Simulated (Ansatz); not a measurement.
Start from `Cl[SiH]1[SiH2]S1` and change one atom or group to get `[SiH2]1[SiH2]S1`.

Ansatz, PBE0-D4/def2-TZVP geometries, multiplicity 1. 

| property | `Cl[SiH]1[SiH2]S1` |
| --- | --- |
| HOMO–LUMO gap (PBE0/def2-TZVPP) / eV | 6.60 |
| size of the dipole moment (PBE/def2-TZVPP) / D | 1.42 |
| HOMO energy (ωB97M-V/def2-TZVPP) / eV | -9.33 |
| HOMO–LUMO gap (B3LYP/def2-TZVPP) / eV | 6.20 |
| HOMO–LUMO gap (PBE/def2-TZVPP) / eV | 4.70 |
| HOMO energy (B3LYP/def2-TZVPP) / eV | -7.17 |

(1) What does the change do to each property? (An estimate is asked.)

## Answers

(1) The calculation gave: 
```tsv
property	`[SiH2]1[SiH2]S1`	shift
HOMO–LUMO gap (PBE0/def2-TZVPP) / eV	6.88	0.28
size of the dipole moment (PBE/def2-TZVPP) / D	1.29	-0.13
HOMO energy (ωB97M-V/def2-TZVPP) / eV	-9.26	0.07
HOMO–LUMO gap (B3LYP/def2-TZVPP) / eV	6.48	0.28
HOMO–LUMO gap (PBE/def2-TZVPP) / eV	5.05	0.35
HOMO energy (B3LYP/def2-TZVPP) / eV	-7.10	0.07
```

With PBE0 the HOMO rises by 0.08 eV and the LUMO rises by 0.35 eV, so the gap widens by about 0.27 eV. PBE moves the HOMO by 0.04 eV and ωB97M-V by 0.07 eV. Dipoles are sizes alone; their direction can turn.

B3LYP here is the variant with VWN-RPA as its local correlation; programs differ in this.
